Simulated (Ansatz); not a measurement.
Input for Ansatz (a program for electronic structure): U-CCSD(T)/def2-TZVPP on BCl+, 2S+1 = 2, a spin state set in the input, which need not be the lowest, a point of a bond scan (R = 1.603 Å). Charge +1.

Ansatz 0.2 input:
```yaml
crystal:
  periodic: [false, false, false]
  atoms:
    - {symbol: B, position_ang: [0.00000000, 0.00000000, 0.00000000]}
    - {symbol: Cl, position_ang: [0.00000000, 0.00000000, 1.60273800]}
basis:
  gaussian:
    orbitals: def2-TZVPP
    pivot_positions_ang: [[0.00000000, 0.00000000, 0.00000000], [0.00000000, 0.00000000, 1.60273800]]
total_charge: 1
magnetization: {spin_polarized: true, initial_magnetization: 1}
correlation: {method: ccsd_t, electrons: valence}
output: {orbitals: {seedname: ./end}}
```

### Question
Predict the final total energy.

### Answer
-484.0893 hartree (reference determinant -483.8276, T1 diagnostic 0.020).
